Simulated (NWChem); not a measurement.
# ZrH2S2F2; SMILES [F][Zr]([F])([SH])[SH]

```xyz
7

Zr     0.0000     0.0000     0.3127
F     -0.2087    -1.5793     1.3354
F      0.2087     1.5793     1.3354
S      1.9792    -0.1387    -1.1057
H      2.4359     1.0249    -0.5806
S     -1.9792     0.1387    -1.1057
H     -2.4359    -1.0249    -0.5806
```
Atoms are numbered in this order, from 1.

Computed with NWChem. All runs use the structure optimised with PBE0/def2-SVP. No frequency run checked for a minimum. def2 effective core potentials on Zr; no spin-orbit coupling. Ions are spin-unrestricted doublets at the neutral geometry; other ion states weren't tried.

Question: Predict the results for PBE/def2-SVP. Quantities: vertical ionisation energy, ΔSCF (eV); −ε(HOMO) (eV).

Answer: 
```
Quantity                               Result
-------------------------------------  ------
vertical ionisation energy, ΔSCF (eV)    9.37
−ε(HOMO) (eV)                            6.52
```
